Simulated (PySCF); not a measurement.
Stepwise substitution at one centre (B OH-SiH3). Gas-phase values, no solvent. One relaxed conformer stands for each flexible species; it need not be the lowest. Strings in code marks are SMILES.

The HOMO from two functionals at the same geometries (B3LYP-D3(BJ)/def2-TZVP), both in PySCF: PBE-D3(BJ)/def2-TZVP and B3LYP-D3(BJ)/def2-TZVP. B3LYP has the VWN-RPA correlation part, as in Gaussian. 

```json
[
 {"species": "0 of 3 OH replaced by SiH3", "PBE-D3(BJ)/def2-TZVP (eV)": "-7.42"},
 {"species": "1 of 3 OH replaced by SiH3", "PBE-D3(BJ)/def2-TZVP (eV)": "-6.77"},
 {"species": "2 of 3 OH replaced by SiH3 (`OB([SiH3])[SiH3]` (H–O–B–Si torsion 0°))", "PBE-D3(BJ)/def2-TZVP (eV)": "-6.14"},
 {"species": "3 of 3 OH replaced by SiH3 (`[SiH3]B([SiH3])[SiH3]`)", "PBE-D3(BJ)/def2-TZVP (eV)": "-6.84"}
]
```

Q: What does B3LYP-D3(BJ)/def2-TZVP give for each?

A: 
- 0 of 3 OH replaced by SiH3: -8.89
- 1 of 3 OH replaced by SiH3: -7.92
- 2 of 3 OH replaced by SiH3 (`OB([SiH3])[SiH3]` (H–O–B–Si torsion 0°)): -7.11
- 3 of 3 OH replaced by SiH3 (`[SiH3]B([SiH3])[SiH3]`): -7.81
Over these rows, drawn at random from the members with no instability flagged (it was tested for open shells, ions and some series alone), PBE minus B3LYP-D3(BJ): mean +1.14 eV, from +0.97 eV to +1.47 eV.
